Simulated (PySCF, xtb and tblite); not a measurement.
Relaxed torsion scan: SMILES FCCF (C₂H₄F₂). Scanned: dihedral F1–C2–C3–F4; all other coordinates were relaxed at GFN2-xTB. Points at φ and −φ are mirror images. Heavy atoms are numbered in the order of the SMILES FCCF, hydrogens after them in the order of the atoms that carry them; the mirror image has the same energies with the sign of each dihedral reversed. Each profile is relative to its own lowest point.

| φ / ° | A | B | C |
|---|---|---|---|
| -150 | 2.3 | 5.5 | 6.3 |
| -120 | 5.1 | 11.2 | 9.7 |
| -90 | 4.0 | 4.6 | 1.7 |
| -60 | 7.7 | 5.4 | 0.0 |
| -30 | 20.1 | 24.1 | 17.2 |
| 0 | 27.8 | 37.0 | 30.5 |
| 30 | 20.1 | 24.1 | 17.2 |
| 60 | 7.7 | 5.4 | 0.0 |
| 90 | 4.0 | 4.6 | 1.7 |
| 120 | 5.1 | 11.2 | 9.7 |
| 150 | 2.3 | 5.5 | 6.3 |
| 180 | 0.0 | 0.0 | 2.0 |

Energies in kJ/mol.

**Question.** Match the curves with the methods GFN2-xTB run with xtb and tblite; restricted Hartree-Fock/3-21G // GFN2-xTB (PySCF); restricted B3LYP/6-311+G**, spherical d, density fitting // GFN2-xTB in PySCF.

**Answer.** A is GFN2-xTB; B is RHF/3-21G; C is RKS-B3LYP/6-311+G**.
